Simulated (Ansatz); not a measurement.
Consider the formal hydrolysis of a C–C bond: `CCOC(=O)CCCCl` + H₂O → `OCCCCl` + `CCOC=O`.

Computed with Ansatz on PBE0-D4/def2-TZVP structures; ΔE is electronic, products minus reactants. CCSD(T)/CBS adds triple-zeta CCSD(T) − MP2 to the extrapolated MP2 energy (def2 sets, frozen cores). This one scheme is used for every species. One conformer a species, not always the lowest.

| level | ΔE (eV) |
| --- | --- |
| HF/def2-QZVPP | 0.65 |
| SCS-MP2/def2-QZVPP | 0.83 |

(1) What does CCSD(T)/CBS give? (Estimate.)

Largest T1 diagnostic among the species: 0.014.

Answers

(1) The calculation gave: +0.87 eV. The listed levels differ from it by -0.22, -0.04 eV.

In def2-TZVPP, CCSD(T) changes the Hartree–Fock value by +0.18 eV (the triples alone add +0.02 eV) and MP2 by +0.24 eV. The D4 term adds +0.12 eV with B3LYP and +0.07 eV with PBE0; it sums over pairs of atoms, weighted by their polarisabilities, and B3LYP, whose exchange is more repulsive, gets the larger term.

B3LYP here is the variant with VWN-RPA as its local correlation; programs differ in this.
